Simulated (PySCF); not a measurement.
tin monoxide (OSn), SMILES [O]=[Sn] (connectivity only; charge and spin as stated), neutral, multiplicity 1.

Geometry optimised at PBE-D3(BJ)/def2-TZVP. The def2 effective core potentials stand for the cores of Sn; spin–orbit coupling is left out.

Two levels are set side by side: PBE/def2-TZVPD (PySCF) and CAM-B3LYP/def2-TZVPD (PySCF). Same geometry, gas phase. Differences are taken from unrounded values.

| quantity | CAM-B3LYP |
|---|---|
| orbital gap (eV) | 7.52 |
| highest occupied level (eV) | -9.04 |
| lowest empty level (eV) | -1.51 |
| dipole moment (D) | 4.75 |
| mean polarisability (bohr³) | 41.9 |

**Question.** What does PBE give, and how far is it from CAM-B3LYP? (The exact figures need the calculation; the answer reports its results.)

**Answer.** 
```
quantity                       PBE  PBE minus CAM-B3LYP
---------------------------  -----  -------------------
orbital gap (eV)              3.42                -4.10
highest occupied level (eV)  -6.50                 2.54
lowest empty level (eV)      -3.08                -1.57
dipole moment (D)             4.07                -0.68
mean polarisability (bohr³)   44.3                  2.5
```

PBE's occupied levels lie high since its potential decays too fast outside the molecule; exact exchange lowers them and widens the gap. Loosely held outer electrons make PBE densities more polarisable. Differences between two approximate levels are no errors against the true value.

Rough cost on one machine, each run with all the roots and properties that it gave: CAM-B3LYP against PBE within a factor of 2.
